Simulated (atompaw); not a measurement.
**Reading a pseudo-wave (Tc (Z = 43))**

Columns: radius, all-electron u(r) and pseudo u(r) of the 5s shell (level -5.08 eV) of technetium in the configuration [Ar] 3d10 4s2 4p6 4d5 5s2 5p0; PBEsol, scalar-relativistic, PAW (atompaw) scheme, atompaw 4.2.0.5.

```json
{"r (bohr)": "0.081", "all-electron": "-0.1054", "pseudo": "-0.0305"}
{"r (bohr)": "0.162", "all-electron": "-0.0269", "pseudo": "-0.0598"}
{"r (bohr)": "0.242", "all-electron": "0.1358", "pseudo": "-0.0863"}
{"r (bohr)": "0.323", "all-electron": "0.1787", "pseudo": "-0.1095"}
{"r (bohr)": "0.404", "all-electron": "0.1114", "pseudo": "-0.1280"}
{"r (bohr)": "0.485", "all-electron": "-0.0046", "pseudo": "-0.1409"}
{"r (bohr)": "0.565", "all-electron": "-0.1198", "pseudo": "-0.1475"}
{"r (bohr)": "0.646", "all-electron": "-0.2112", "pseudo": "-0.1473"}
{"r (bohr)": "0.727", "all-electron": "-0.2673", "pseudo": "-0.1398"}
{"r (bohr)": "0.808", "all-electron": "-0.2881", "pseudo": "-0.1250"}
{"r (bohr)": "0.888", "all-electron": "-0.2784", "pseudo": "-0.1033"}
{"r (bohr)": "0.969", "all-electron": "-0.2442", "pseudo": "-0.0745"}
{"r (bohr)": "1.050", "all-electron": "-0.1924", "pseudo": "-0.0395"}
{"r (bohr)": "1.131", "all-electron": "-0.1290", "pseudo": "0.0010"}
{"r (bohr)": "1.212", "all-electron": "-0.0591", "pseudo": "0.0458"}
{"r (bohr)": "1.292", "all-electron": "0.0125", "pseudo": "0.0934"}
{"r (bohr)": "1.373", "all-electron": "0.0846", "pseudo": "0.1437"}
{"r (bohr)": "1.454", "all-electron": "0.1542", "pseudo": "0.1951"}
{"r (bohr)": "1.535", "all-electron": "0.2198", "pseudo": "0.2463"}
{"r (bohr)": "1.615", "all-electron": "0.2799", "pseudo": "0.2958"}
{"r (bohr)": "1.696", "all-electron": "0.3354", "pseudo": "0.3439"}
{"r (bohr)": "1.777", "all-electron": "0.3851", "pseudo": "0.3890"}
{"r (bohr)": "1.858", "all-electron": "0.4293", "pseudo": "0.4307"}
{"r (bohr)": "1.938", "all-electron": "0.4675", "pseudo": "0.4678"}
{"r (bohr)": "2.019", "all-electron": "0.5010", "pseudo": "0.5010"}
{"r (bohr)": "2.100", "all-electron": "0.5296", "pseudo": "0.5296"}
```

(1) How many radial nodes do the two functions have?

(2) Is the pseudo-wave norm-conserving?

Answers

(1) The all-electron 5s function has n − l − 1 = 4 (the table is too coarse to show those close to the nucleus); the pseudo-wave has 1, since 1 lower shell of the same l stays in the valence.

(2) No, it belongs to a PAW set: the norm inside the radius is not constrained, and the difference is carried by the augmentation charge.
